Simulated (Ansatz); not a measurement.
Born–Oppenheimer molecular dynamics of BClH3NO (7 atoms, charge 0, multiplicity 1). It starts from a relaxed structure.

Theory: RKS CAM-B3LYP-D4/def2-SVP (Ansatz 0.2.0).

```yaml
ensemble: NVE (Milne-controlled integrator)
time_step: 4 fs
steps_asked: 40
starting_velocities_drawn_for: 1000 K
seed: 162813
```

First frame:

```xyz
7
Properties=species:S:1:pos:R:3
B -0.090 0.011 -0.006
O 0.005 -0.253 1.321
H -0.833 -0.450 1.751
Cl 1.432 0.392 -0.850
N -1.281 0.006 -0.747
H -2.192 -0.202 -0.360
H -1.286 0.214 -1.737
```

Problem. What does the run give?

Solution. The run went to its last step.

```
steps done                                               : 40
time covered                                             : 160 fs
mean temperature over the second half                    : 32917045 K
spread of the potential energy over the second half      : 7.0 meV per atom
mean potential energy of the second half above the start : 5568.1 meV per atom
```

The conserved energy changed by up to 6e+06 meV per atom, so the integration failed: the time step of 4 fs is too long for the fastest motions that this run met, and the later frames carry no physical meaning.

Problem. What happens to the structure?

Solution. Parted: B1–O2 1.36 → 132.43 Å, B1–N5 1.40 → 105.94 Å, O2–H3 0.96 → 2297.70 Å, N5–H6 1.01 → 221.87 Å, N5–H7 1.01 → 1468.18 Å. It ends as BCl + H + H + H + N + O. Pairs count as bonded within 1.25 times the sum of covalent radii (0.12 Å more for H–H). The details hang on the random start.

Problem. How do temperature and energy run in time?

Solution. 
```tsv
time (fs)	T (K)	potential energy less start (eV)	conserved less start (meV/atom)
0	1000	0.000	0.00
8	193409	18.483	20405.30
16	239452	13.862	23996.22
24	65220585	38.733	6027164.32
32	45715767	38.872	4226332.23
40	7635415	38.863	710426.45
48	45400113	38.880	4197189.52
56	45715406	38.949	4226309.89
64	7635313	38.925	710425.89
72	45400388	38.915	4197219.81
80	45714979	39.033	4226282.41
88	7635298	38.956	710428.96
96	45400960	38.927	4197274.40
104	45714751	39.055	4226264.59
112	7635204	38.944	710418.53
120	45401621	38.934	4197336.45
128	45714124	39.039	4226204.44
136	7635151	38.961	710416.17
144	45402078	38.940	4197379.42
152	45713661	39.042	4226162.13
160	7635149	38.948	710414.09
```

The run took 12 min on 1 thread of Arm Neoverse V1, on a shared host, peak memory 0.19 GiB.
